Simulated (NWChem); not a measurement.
## Correlation energy of ditellurium (Te$_{2}$)

```xyz
2

Te     0.0000     0.0000     1.2818
Te     0.0000     0.0000    -1.2818
```
Charge 0, spin multiplicity 3.

Everything below was run with NWChem. Structure: optimised with UPBE0/def2-SVP with def2 effective core potentials on Te, a minimum by its harmonic frequencies.

Basis set: def2-SVP. Each correlation energy counts from its own Hartree-Fock reference.

Effective core potentials replace the inner electrons of Te; spin-orbit coupling is left out. The correlated methods keep 8 core orbitals frozen. The unpaired electrons of the parent sit in orbitals of symmetry b2g and b3g (D2h labels of the run); other states weren't searched. The stability of the SCF solutions was not checked. Open-shell Hartree-Fock references start from PBE0 orbitals. No row is a measurement; the coupled-cluster row has its own basis-set and correlation limits.

Q: For the correlation energy, UMP2 gives -217.2 mHa and CCSD[T] on UHF gives -239.7 mHa. What do CCSD on UHF, SCS-UMP2, CCSD[T] on ROHF give?

A: CCSD on UHF: -230.0 mHa; SCS-UMP2: -199.1 mHa; CCSD[T] on ROHF: -248.3 mHa.
